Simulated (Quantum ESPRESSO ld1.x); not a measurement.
Q: Rb+, configuration [Kr] (the NIST ground configuration). Calculated with ld1.x of Quantum ESPRESSO 7.5: Dirac Kohn-Sham, LDA (Slater exchange, Perdew-Zunger correlation), spin-unpolarised, spherical densities, point nucleus.

Spin-orbit splittings of the eigenvalues, e(l+1/2) - e(l-1/2), with zeta = 2 splitting/(2l+1) and mean radii in bohr:

shell  occ.  splitting (eV)  zeta (eV)  <r> j=l-1/2  <r> j=l+1/2
2p        6               ?          ?       0.1524       0.1565
3p        6           9.137      6.091       0.5123       0.5229
3d       10           1.552     0.6209       0.5235       0.5273
4p        6          0.9073     0.6049        1.688        1.726

Estimate the 2p splitting.

A: 60.67 eV (zeta = 40.45 eV).
